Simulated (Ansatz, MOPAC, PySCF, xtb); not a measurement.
Complex: boric acid (SMILES OB(O)O) (first 7 atoms) with NH3 (SMILES N); geometry from B3LYP-D3(BJ)/def2-TZVP, rigid monomers moved along the line of their centres of mass till H7···N8 is 2.65 Å.
(charge 0, multiplicity 1):
```xyz
11

O     -0.0024    -0.5718    -1.1977
B     -0.1552    -0.1962     0.1102
O     -1.3611     0.3833     0.4784
O      0.8779    -0.4118     0.9665
H     -0.7868    -0.3771    -1.7183
H     -1.3983     0.6214     1.4085
H      0.6982    -0.1194     1.8813
N      0.5218     0.5662     4.4371
H      0.4225     1.5595     4.6166
H     -0.1915     0.0833     4.9726
H      1.4208     0.2829     4.8135
```

Counterpoise-corrected where a basis set is named; no monomer relaxation. Rows marked so take none.

Rows in 3-21G carry no dispersion term and start afresh at each structure. The state reached by PM6 isn't checked.

Programs: Ansatz (a first-principles code); MOPAC for PM6 (differences of heats of formation); PySCF for 3-21G rows; xtb for the GFN methods. 

**Question.** One of these levels gives -205.9 meV for the interaction energy. Name it.
A. GFN-FF
B. B3LYP/def2-TZVPPD
C. PM6
D. B3LYP/3-21G (no counterpoise)

**Answer.** C, PM6. The others give -275.4 (GFN-FF), -469.8 (B3LYP/3-21G (no counterpoise)), -238.2 (B3LYP/def2-TZVPPD)
